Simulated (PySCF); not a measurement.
Al(AsH2)(H)2 (AlAsH₄), SMILES [AlH2][AsH2]. The structure is a stationary point at PBE0-D3(BJ)/def2-TZVP.

Level of theory: PBE0-D3(BJ)/def2-TZVP run with PySCF.

Harmonic wavenumbers (cm⁻¹): 166, 338, 351, 388, 601, 608, 772, 981, 1914, 1928, 2205, 2219. Rotational constants (GHz): 59.89, 3.796, 3.680; symmetry number 1.

Work out the zero-point energy and the ideal-gas rigid-rotor harmonic-oscillator thermochemistry at 298.15 K and 1 atm.

ZPE = ½ Σ hcν = ½ × 12471 cm⁻¹ = 74.59 kJ/mol. H − E(el) = 90.07 kJ/mol. Entropy in J/(mol K): translation 166.90, rotation 98.19, vibration 29.71, total 294.79. G − E(el) = 2.17 kJ/mol. Cp = 74.00 J/(mol K).
